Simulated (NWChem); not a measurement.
System: InF cation, doublet; SMILES of the neutral closed-shell parent [F][In]

Input file for NWChem:

```
start job
memory heap 200 mb stack 900 mb global 1100 mb
charge 1
geometry units angstroms noautoz
  In     0.000000     0.000000    -0.186534
  F      0.000000     0.000000     1.764115
end
basis spherical
  * library def2-svpd
end
ecp
  In library def2-ecp
end
dft
  odft
  mult 2
  xc hfexch
  iterations 150
  mulliken
end
task dft energy
```

Parts of the log:

```
             Northwest Computational Chemistry Package (NWChem) 7.3.0
             --------------------------------------------------------

 ORDER OF PRIMARY AXIS IS BEING SET TO 4
 C4V symmetry detected

                             Geometry "geometry" -> ""
                             -------------------------

 Output coordinates in angstroms (scale by  1.889725989 to convert to a.u.)

  No.       Tag          Charge          X              Y              Z
 ---- ---------------- ---------- -------------- -------------- --------------
    1 In                  49.0000     0.00000000     0.00000000    -0.30268691
    2 F                    9.0000     0.00000000     0.00000000     1.64796209

 Effective nuclear repulsion energy (a.u.)     119.6356529590

      Symmetry information
      --------------------

 Group name             C4v
 Group number             18
 Group order               8
 No. of unique centers     2

 Summary of "ao basis" -> "ao basis" (spherical)
 ------------------------------------------------------------------------------
       Tag                 Description            Shells   Functions and Types
 ---------------- ------------------------------  ------  ---------------------
 In                        def2-svpd                12       32   5s4p3d
 F                         def2-svpd                 9       23   4s3p2d

      Symmetry analysis of basis
      --------------------------

        a1         21
        a2          0
        b1          5
        b2          5
        e          24

            General Information
            -------------------
          SCF calculation type: DFT
          Wavefunction type:  spin polarized.
          No. of atoms     :     2
          No. of electrons :    29
           Alpha electrons :    15
            Beta electrons :    14
          Charge           :     1
          Spin multiplicity:     2
          Use of symmetry is: on ; symmetry adaption is: on
          Maximum number of iterations: 150
          AO basis - number of functions:    55
                     number of shells:    21
          Convergence on energy requested:  1.00D-06
          Convergence on density requested:  1.00D-05
          Convergence on gradient requested:  5.00D-04

              XC Information
              --------------
                     Hartree-Fock (Exact) Exchange  1.000

      Superposition of Atomic Density Guess
      -------------------------------------

 Sum of atomic energies:        -317.34595162

 Renormalizing density from      30.00 to     29

      Non-variational initial energy
      ------------------------------

 Total energy =    -284.647668
 1-e energy   =    -556.796916
 2-e energy   =     220.876826
 HOMO         =      -0.676402
 LUMO         =      -0.273852

   Symmetry analysis of molecular orbitals - initial alpha
   -------------------------------------------------------

 !! scf_movecs_sym_adapt:   10 vectors were symmetry contaminated

  Symmetry fudging

 !! scf_movecs_sym_adapt:   10 vectors were symmetry contaminated

  Numbering of irreducible representations:

     1 a1          2 a2          3 b1          4 b2          5 e

  Orbital symmetries:

     1 a1          2 a1          3 a1          4 e           5 e
     6 a1          7 a1          8 e           9 e          10 b1
    11 b2         12 a1         13 e          14 e          15 a1
    16 e          17 e          18 a1         19 a1         20 b1
    21 b2         22 e          23 e          24 a1         25 a1

   Symmetry analysis of molecular orbitals - initial beta
   ------------------------------------------------------

 !! scf_movecs_sym_adapt:   10 vectors were symmetry contaminated

  Symmetry fudging

 !! scf_movecs_sym_adapt:   10 vectors were symmetry contaminated

  Numbering of irreducible representations:

     1 a1          2 a2          3 b1          4 b2          5 e

  Orbital symmetries:

     1 a1          2 a1          3 a1          4 e           5 e
     6 a1          7 a1          8 e           9 e          10 b1
    11 b2         12 a1         13 e          14 e          15 a1
    16 e          17 e          18 a1         19 a1         20 b1
    21 b2         22 e          23 e          24 a1         25 a1

     ---------------------------------------------
      Total Density - Mulliken Population Analysis
     ---------------------------------------------

    Atom       Charge   Shell Charges
 -----------   ------   -------------------------------------------------------
    1 In  21    19.15   2.60 -0.60  0.82  0.27  0.01  3.24  2.78  0.03  0.00  9.90  0.09  0.00
    2 F    9     9.85   1.99  1.24  0.74 -0.01  3.85  1.97  0.06  0.00  0.01

     --------------------------------------------
      Spin Density - Mulliken Population Analysis
     --------------------------------------------

    Atom       Charge   Shell Charges
 -----------   ------   -------------------------------------------------------
    1 In  21     0.97  -0.00  0.00  0.69  0.27  0.00 -0.00  0.00  0.01  0.00  0.00 -0.00  0.00
    2 F    9     0.03   0.00  0.01 -0.01 -0.02  0.06  0.00 -0.02 -0.00 -0.00

 !! scf_movecs_sym_adapt:   10 vectors were symmetry contaminated

  Symmetry fudging

 !! scf_movecs_sym_adapt:    6 vectors were symmetry contaminated

 !! scf_movecs_sym_adapt:    8 vectors were symmetry contaminated

  Symmetry fudging

 !! scf_movecs_sym_adapt:    6 vectors were symmetry contaminated

   convergence    iter        energy       DeltaE   RMS-Dens  Diis-err
 ---------------- ----- ----------------- --------- --------- ---------
 d= 0,ls=0.0,diis     1   -288.0901388511 -3.39D+02  1.32D-02  5.60D-01
                                                     1.08D-02  5.58D-01

 !! scf_movecs_sym_adapt:   10 vectors were symmetry contaminated

  Symmetry fudging

 !! scf_movecs_sym_adapt:   10 vectors were symmetry contaminated

 !! scf_movecs_sym_adapt:   10 vectors were symmetry contaminated

  Symmetry fudging

 !! scf_movecs_sym_adapt:    4 vectors were symmetry contaminated

 d= 0,ls=0.0,diis     2   -288.1470719556 -5.69D-02  4.88D-03  4.72D-01
                                                     5.36D-03  4.26D-01

 !! scf_movecs_sym_adapt:    8 vectors were symmetry contaminated

  Symmetry fudging

 !! scf_movecs_sym_adapt:    6 vectors were symmetry contaminated

 !! scf_movecs_sym_adapt:    8 vectors were symmetry contaminated

  Symmetry fudging

 !! scf_movecs_sym_adapt:    6 vectors were symmetry contaminated

 d= 0,ls=0.0,diis     3   -288.3002423145 -1.53D-01  1.54D-03  3.50D-03
                                                     9.05D-04  4.01D-03

 !! scf_movecs_sym_adapt:    8 vectors were symmetry contaminated

  Symmetry fudging

 !! scf_movecs_sym_adapt:    6 vectors were symmetry contaminated

 !! scf_movecs_sym_adapt:    8 vectors were symmetry contaminated

  Symmetry fudging

 !! scf_movecs_sym_adapt:    8 vectors were symmetry contaminated

 d= 0,ls=0.0,diis     4   -288.3031532621 -2.91D-03  1.18D-03  4.89D-04
                                                     5.42D-04  3.03D-04

 !! scf_movecs_sym_adapt:    6 vectors were symmetry contaminated

  Symmetry fudging

 !! scf_movecs_sym_adapt:    6 vectors were symmetry contaminated

 !! scf_movecs_sym_adapt:    8 vectors were symmetry contaminated

  Symmetry fudging

 !! scf_movecs_sym_adapt:    4 vectors were symmetry contaminated

 d= 0,ls=0.0,diis     5   -288.3039618829 -8.09D-04  3.70D-04  5.80D-05
                                                     2.79D-04  4.32D-05

 !! scf_movecs_sym_adapt:    6 vectors were symmetry contaminated

  Symmetry fudging

 !! scf_movecs_sym_adapt:    6 vectors were symmetry contaminated

 !! scf_movecs_sym_adapt:    6 vectors were symmetry contaminated

  Symmetry fudging

 !! scf_movecs_sym_adapt:    6 vectors were symmetry contaminated

  Resetting Diis
 d= 0,ls=0.0,diis     6   -288.3040779659 -1.16D-04  1.19D-04  1.29D-05
                                                     2.11D-04  1.20D-05

 !! scf_movecs_sym_adapt:    6 vectors were symmetry contaminated

  Symmetry fudging

 !! scf_movecs_sym_adapt:    4 vectors were symmetry contaminated

 !! scf_movecs_sym_adapt:    6 vectors were symmetry contaminated

  Symmetry fudging

 !! scf_movecs_sym_adapt:    4 vectors were symmetry contaminated

 d= 0,ls=0.0,diis     7   -288.3041201916 -4.22D-05  4.61D-05  7.01D-06
                                                     6.67D-05  5.07D-06

 !! scf_movecs_sym_adapt:    6 vectors were symmetry contaminated

  Symmetry fudging

 !! scf_movecs_sym_adapt:    4 vectors were symmetry contaminated

 !! scf_movecs_sym_adapt:    6 vectors were symmetry contaminated

  Symmetry fudging

 !! scf_movecs_sym_adapt:    4 vectors were symmetry contaminated

 d= 0,ls=0.0,diis     8   -288.3041312490 -1.11D-05  4.09D-05  2.08D-06
                                                     9.25D-05  5.24D-06

 !! scf_movecs_sym_adapt:    6 vectors were symmetry contaminated

  Symmetry fudging

 !! scf_movecs_sym_adapt:    6 vectors were symmetry contaminated

 !! scf_movecs_sym_adapt:    6 vectors were symmetry contaminated

  Symmetry fudging

 !! scf_movecs_sym_adapt:    4 vectors were symmetry contaminated

 d= 0,ls=0.0,diis     9   -288.3041417085 -1.05D-05  1.31D-04  3.90D-06
                                                     2.42D-04  2.07D-06

 !! scf_movecs_sym_adapt:    6 vectors were symmetry contaminated

  Symmetry fudging

 !! scf_movecs_sym_adapt:    4 vectors were symmetry contaminated

 !! scf_movecs_sym_adapt:    8 vectors were symmetry contaminated

  Symmetry fudging

 !! scf_movecs_sym_adapt:    4 vectors were symmetry contaminated

 d= 0,ls=0.0,diis    10   -288.3041563501 -1.46D-05  2.36D-05  1.20D-07
                                                     4.07D-05  1.43D-07

 !! scf_movecs_sym_adapt:    4 vectors were symmetry contaminated

  Symmetry fudging

 !! scf_movecs_sym_adapt:    4 vectors were symmetry contaminated

 !! scf_movecs_sym_adapt:    4 vectors were symmetry contaminated

  Symmetry fudging

 !! scf_movecs_sym_adapt:    4 vectors were symmetry contaminated

 d= 0,ls=0.0,diis    11   -288.3041568196 -4.70D-07  2.77D-06  3.13D-09
                                                     2.00D-06  2.37D-09

         Total DFT energy =     -288.304156819645
      One electron energy =     -568.581695039092
           Coulomb energy =      254.750552504242
    Exchange-Corr. energy =      -25.745436981519
 Nuclear repulsion energy =       51.272422696724

 Numeric. integr. density =        0.000000000000

                  Occupations of the irreducible representations
                  ----------------------------------------------

                     irrep           alpha         beta
                     --------     --------     --------
                     a1                7.0          6.0
                     a2                0.0          0.0
                     b1                1.0          1.0
                     b2                1.0          1.0
                     e                 6.0          6.0

                    DFT Final Alpha Molecular Orbital Analysis
                    ------------------------------------------

 Vector   13  Occ=1.000000D+00  E=-8.134264D-01  Symmetry=e
              MO Center=  7.3D-17, -5.2D-16,  1.6D+00, r^2= 5.5D-01
   Bfn.  Coefficient  Atom+Function         Bfn.  Coefficient  Atom+Function
  ----- ------------  ---------------      ----- ------------  ---------------
    38      0.545295  2 F  py                41     -0.378557  2 F  py
    37     -0.359352  2 F  px                40      0.249471  2 F  px
    19      0.073071  1 In d -1              44     -0.068316  2 F  py
    13     -0.047987  1 In py                21      0.048154  1 In d  1
    43      0.045021  2 F  px                52      0.034265  2 F  d -1

 Vector   14  Occ=1.000000D+00  E=-8.134264D-01  Symmetry=e
              MO Center=  7.5D-15,  4.0D-15,  1.6D+00, r^2= 5.5D-01
   Bfn.  Coefficient  Atom+Function         Bfn.  Coefficient  Atom+Function
  ----- ------------  ---------------      ----- ------------  ---------------
    37      0.545295  2 F  px                40     -0.378557  2 F  px
    38      0.359352  2 F  py                41     -0.249471  2 F  py
    21     -0.073071  1 In d  1              43     -0.068316  2 F  px
    12     -0.047987  1 In px                19      0.048154  1 In d -1
    44     -0.045021  2 F  py                54     -0.034265  2 F  d  1

 Vector   15  Occ=1.000000D+00  E=-6.741014D-01  Symmetry=a1
              MO Center=  8.9D-16, -1.3D-15, -6.7D-01, r^2= 2.3D+00
   Bfn.  Coefficient  Atom+Function         Bfn.  Coefficient  Atom+Function
  ----- ------------  ---------------      ----- ------------  ---------------
     3      0.776200  1 In s                  1     -0.439929  1 In s
     4      0.387085  1 In s                 14     -0.332093  1 In pz
    39     -0.228049  2 F  pz                42      0.167916  2 F  pz
     2      0.107370  1 In s                 11      0.092192  1 In pz
     8      0.086350  1 In pz                20      0.059519  1 In d  0

 Vector   16  Occ=0.000000D+00  E=-2.139547D-01  Symmetry=e
              MO Center= -9.0D-15,  6.9D-15, -5.5D-01, r^2= 4.2D+00
   Bfn.  Coefficient  Atom+Function         Bfn.  Coefficient  Atom+Function
  ----- ------------  ---------------      ----- ------------  ---------------
    16      0.567322  1 In py                13      0.531658  1 In py
    15      0.229786  1 In px                12      0.215341  1 In px
    10     -0.142479  1 In py                 7     -0.134731  1 In py
    38      0.092620  2 F  py                44     -0.088668  2 F  py
    41     -0.077002  2 F  py                24     -0.061207  1 In d -1

 Vector   17  Occ=0.000000D+00  E=-2.139547D-01  Symmetry=e
              MO Center= -5.1D-15,  5.7D-15, -5.5D-01, r^2= 4.2D+00
   Bfn.  Coefficient  Atom+Function         Bfn.  Coefficient  Atom+Function
  ----- ------------  ---------------      ----- ------------  ---------------
    15      0.567322  1 In px                12      0.531658  1 In px
    16     -0.229786  1 In py                13     -0.215341  1 In py
     9     -0.142479  1 In px                 6     -0.134731  1 In px
    37      0.092620  2 F  px                43     -0.088668  2 F  px
    40     -0.077002  2 F  px                26      0.061207  1 In d  1

 Vector   18  Occ=0.000000D+00  E=-1.299157D-01  Symmetry=a1
              MO Center=  5.9D-16, -9.8D-16, -7.4D-01, r^2= 6.2D+00
   Bfn.  Coefficient  Atom+Function         Bfn.  Coefficient  Atom+Function
  ----- ------------  ---------------      ----- ------------  ---------------
    17      0.943865  1 In pz                 4      0.611285  1 In s
    36     -0.526195  2 F  s                 14      0.385563  1 In pz
    30     -0.242330  1 In d  0              45      0.225594  2 F  pz
     3      0.211732  1 In s                 20      0.152236  1 In d  0
    42      0.145781  2 F  pz                39     -0.137158  2 F  pz

                     DFT Final Beta Molecular Orbital Analysis
                     -----------------------------------------

 Vector   12  Occ=1.000000D+00  E=-8.010634D-01  Symmetry=e
              MO Center= -9.1D-15, -1.9D-14,  1.6D+00, r^2= 5.6D-01
   Bfn.  Coefficient  Atom+Function         Bfn.  Coefficient  Atom+Function
  ----- ------------  ---------------      ----- ------------  ---------------
    37      0.470779  2 F  px                38     -0.443089  2 F  py
    40     -0.332915  2 F  px                41      0.313333  2 F  py
    21     -0.067795  1 In d  1              43     -0.064389  2 F  px
    19     -0.063807  1 In d -1              44      0.060602  2 F  py
    12     -0.037441  1 In px                13      0.035239  1 In py

[...]
```

Level: UHF/def2-SVPD with def2 effective core potentials on In. Coordinates come from a PBE0/def2-SVP, spin-unrestricted optimisation. The spin multiplicity was typed, not searched, and may not be the lowest. No stability test was run on the SCF state. def2 effective core potentials on In; no spin-orbit coupling.
